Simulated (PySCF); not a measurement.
# C₆ coefficients of unlike pairs at M06-2X

Calculated with PySCF 2.14 from the dipole response of each species, C₆(A,B) = (3/π) ∫ α_A(iu) α_B(iu) du, in atomic units, from isotropic polarisabilities. For ions this is the dispersion term alone; charge-induced terms of lower order in 1/R come first.

```
species           configuration                                    basis      relativity  α (bohr³)  C₆ (like pair)
    O³⁺       [He] 2s2 2p1 (2P)                  dyall-acv3z (15s9p4d2f)   spin-free X2C      1.382           1.250
     Br  [Ar] 3d10 4s2 4p5 (2P)    aug-cc-pVDZ-PP with ECP10MDF (5s4p3d)  core potential      19.74           156.4
    Kr⁺  [Ar] 3d10 4s2 4p5 (2P)  aug-cc-pVTZ-PP with ECP10MDF (6s5p4d2f)  core potential      10.90           65.92
   Si³⁺           [Ne] 3s1 (2S)              aug-cc-pwCVQZ (10s9p7d5f3g)            none      6.299           11.22
```

Problem. Estimate C₆ for Br with O³⁺.

Solution. The integral gives 13.45. The combination rule 2 C_A C_B / (C_A α_B/α_A + C_B α_A/α_B) gives 13.57 and the geometric mean 13.98.

No spin-orbit coupling is included.

The other pairs:

```
     pair     C₆
 Si³⁺, Br  41.22
Si³⁺, O³⁺  3.459
Si³⁺, Kr⁺  25.94
  Kr⁺, Br  100.4
 Kr⁺, O³⁺  8.976
```
